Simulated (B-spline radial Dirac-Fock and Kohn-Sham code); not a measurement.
# N⁺: input and output of one calculation

ΔSCF core binding energies without Breit or QED terms, calculated with a radial B-spline solver. Keys: rel is the Hamiltonian (dirac, or spin-free x2c and nr, where L3 and M5 stand for the whole 2p and 3d shells), method is hf or an exchange,correlation pair (spin-unpolarised, also for the hole states), nuc the nuclear model, radius_factor scales its radius, rmax is the box in bohr, h the logarithmic mesh step, order the B-spline order, points the quadrature points per cell, c_factor scales the speed of light, and damp, ndamp, maxit and tol steer the iteration. The run stops when the commutator error falls below 10·tol·max(1, Z/10), or the numerical noise floor, and the energy has settled to about 1e-8 Ha; the virial ratio is −V/T.

Input (task.json):

```json
{"items": [{"Z": 7, "q": 1, "cfg": [[1, 0, 2], [2, 0, 2], [2, 1, 2]], "A": 14, "rrms": 2.5582, "do": "settings", "holes": ["K", "L3", "M5"],
  "settings": [{"rel": "dirac", "method": "hf", "nuc": "fermi", "radius_factor": 1.0, "rmax": 3.0, "h": 0.3, "order": 8, "points": 10, "c_factor": 1.0, "maxit": 97, "damp": 0.5, "ndamp": 3, "tol": 1e-08}]}]}
```

Command: `python xray2_run.py task.json out`

Ground-state iterations:

```
iter   energy (Ha)        error
   1      -53.02644442  2.73e-01
   2      -53.73003328  1.49e-02
   3      -53.74001455  5.79e-03
   4      -53.74201650  2.26e-03
   5      -53.74257202  9.04e-04
   6      -53.74258346  1.60e-04
   7      -53.74258392  5.15e-06
   8      -53.74258392  1.81e-07
```

The ground state converged in 8 iterations, with total energy -53.74258 Ha, virial ratio 1.98130 and highest orbital energy -26.56 eV. ΔSCF binding energies: K (1s) 430.1 eV. Holes are computed only in closed shells, and unreliable hole states are left out.

Task: One setting is unsound. Which, and why?

Result: rmax squeezes the outer orbitals. With the default settings (Dirac Hartree-Fock): The ground state converged in 9 iterations, with total energy -53.87927 Ha, virial ratio 1.99882 and highest orbital energy -29.15 eV. ΔSCF binding energies: K (1s) 432.7 eV. Holes are computed only in closed shells, and unreliable hole states are left out.
